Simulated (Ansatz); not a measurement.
Reaction (cleavage of the Si–B bond): `C[SiH](N)BCl` + HCl → `C[SiH](N)Cl` + `BCl`

Computed with Ansatz on PBE0-D4/def2-TZVP structures; ΔE is electronic, products minus reactants. CCSD(T)/CBS adds triple-zeta CCSD(T) − MP2 to the extrapolated MP2 energy (def2 sets, frozen cores). This one scheme is used for every species. Functionals use def2-TZVPP. B3LYP here is the variant with VWN-RPA as its local correlation; programs differ in this. One conformer a species, not always the lowest.

```
             level  ΔE (kJ/mol)
            PBE-D4       -129.8
          PBE-QIDH       -144.4
             B3LYP       -144.2
RPA@PBE/def2-TZVPP       -133.7
     HF/def2-TZVPP       -159.6
     HF/def2-QZVPP       -160.2
    MP2/def2-QZVPP       -150.3
    CCSD/CBS(def2)       -142.8
```

Q: What does CCSD(T)/CBS give? (An estimate is asked.)

A: The calculation gave: -141.0 kJ/mol. The listed levels differ from it by 11.2, -3.4, -3.2, 7.3, -18.6, -19.2, -9.3, -1.8 kJ/mol.

Largest T1 diagnostic among the species: 0.012.

Leaving LDA and LC-ωPBE aside and taking each functional with its dispersion term where it has one, the values, not all of them listed here, spread over 18.3 kJ/mol, from BHLYP-D4 to PBE-D4. LDA lies +3.1 kJ/mol from PBE without D4. In def2-TZVPP, CCSD(T) changes the Hartree–Fock value by +21.5 kJ/mol (the triples alone add +1.8 kJ/mol) and MP2 by +11.2 kJ/mol. From BLYP to BHLYP (50 % exact exchange), in def2-TZVPP and without D4, ΔE moves by −11.0 kJ/mol.

CCSD(T)/CBS has its own doubt, a few kJ/mol and more with outer-core shells, so smaller differences from it don't rank the levels.
